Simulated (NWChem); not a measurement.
# hydrogen bromide (HBr); SMILES Br

Program: NWChem. The geometry was optimised at PBE0/def2-SVP. Total energies compare along this basis series because the functional is fixed.

```
level                     basis functions  energy (Ha)  highest occupied level (eV)  orbital gap (eV)  dipole (D)
------------------------  ---------------  -----------  ---------------------------  ----------------  ----------
Hartree-Fock/3-21G                     24   -2560.6155                   (withheld)        (withheld)  (withheld)
Hartree-Fock/pcseg-1                   32   -2572.6674                       -11.78             15.06        1.16
Hartree-Fock/aug-pcseg-1               45   -2572.6713                       -11.90             12.69        1.02
Hartree-Fock/pcseg-2                   57   -2573.0208                       -11.82             14.41        1.04
Hartree-Fock/def2-TZVPP                62   -2573.0015                       -11.81             14.83        1.00
Hartree-Fock/def2-QZVP                105   -2573.0512                       -11.83             14.25        0.99
```

**Question.** Fill in the missing entries.

**Answer.** 
- Hartree-Fock/3-21G, highest occupied level (eV): -11.49
- Hartree-Fock/3-21G, orbital gap (eV): 15.68
- Hartree-Fock/3-21G, dipole (D): 1.32
